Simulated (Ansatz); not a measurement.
MnF₂. Charge 0, multiplicity 4. Geometry PBE0-D4/def2-TZVP; atoms count from 1.

```xyz
3

Mn   -0.0012    0.0003    0.0007
F    -0.0083   -1.5862    0.7888
F     0.0095    1.5859   -0.7895
```

The charge 0 quartet is spin-contaminated (final ⟨S²⟩ up to 4.64, 3.75 for a pure state). At PBE0-D4/def2-TZVP a sextet of charge 0 lies 1.81 eV below the quartet, each at its own geometry.

(1) Estimate the Mulliken populations from the PBE0/def2-TZVP orbitals of Ansatz.

(2) Where does the spin sit?

(3) And the Mayer bond orders between heavy atoms (over 0.3)?

## Answers

(1) 
```
atom  charge (e)  spin (α − β)  d electrons
 Mn1        1.09          2.89         5.38
  F2       -0.54          0.05            –
  F3       -0.54          0.05            –
```
Mulliken values depend strongly on the basis.

(2) Summed by element: Mn 2.89, F 0.11, of 3 unpaired in all. Largest on single atoms: Mn1 2.89, F2 0.05, F3 0.05.

(3) Mn1–F2 0.79 (1.77 Å); Mn1–F3 0.79 (1.77 Å).
